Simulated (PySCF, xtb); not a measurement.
CH₃Cl₂OSb, SMILES C[O][Sb]([Cl])[Cl].

GFN2-xTB (xtb) at its own geometry gives an orbital gap of 4.56 eV and a dipole moment of 1.66 D.

The structure is a stationary point at PBE0-D3(BJ)/def2-SVP. The structure was generated by enumeration; whether it is a known compound was not checked. The def2 effective core potentials stand for the cores of Sb; spin–orbit coupling is left out. The values are those of a single conformer.

Problem. What does r2SCAN/def2-TZVP in PySCF give? (An estimate is asked for; the answer gives what the named calculation found.)

Solution. gap 4.95 eV (levels -7.28 and -2.33 eV), dipole 1.75 D.
